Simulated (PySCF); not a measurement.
**Correlation energy of As (arsenic, neutral)**

[Ar] 3d10 4s2 4p3, high-spin 4S determinant. Calculation: PySCF 2.14, in cc-pVDZ-DK (5s4p2d, 27 functions); the spin-free X2C one-electron Hamiltonian (Gaussian nucleus). Frozen: [Ar] 3d10; 5 electrons correlated.

MP2 pair energies summed by pair of shells (mhartree):

```csv
pair,energy,share (%)
4s-4p,-34.76,64.2
4p-4p,-12.17,22.5
4s-4s,-7.21,13.3
```

Total MP2 correlation energy: -54.15 mhartree.

Same-spin part -14.71 and opposite-spin part -39.44 mhartree; SCS-MP2 scales them by 1/3 and 6/5 to -52.23 mhartree.

| level | correlation energy (mhartree) |
| --- | --- |
| CCSD | -68.63 |
| (T) | -0.69 |
| CCSD(T) | -69.32 |

Diagnostics: T1 = 0.0025, D1 = 0.0071, largest double amplitude 0.058.

Question: Is a single reference adequate?

Answer: Yes, within this model without spin-orbit coupling: T1 lies below 0.03 and no double amplitude reaches 0.07.
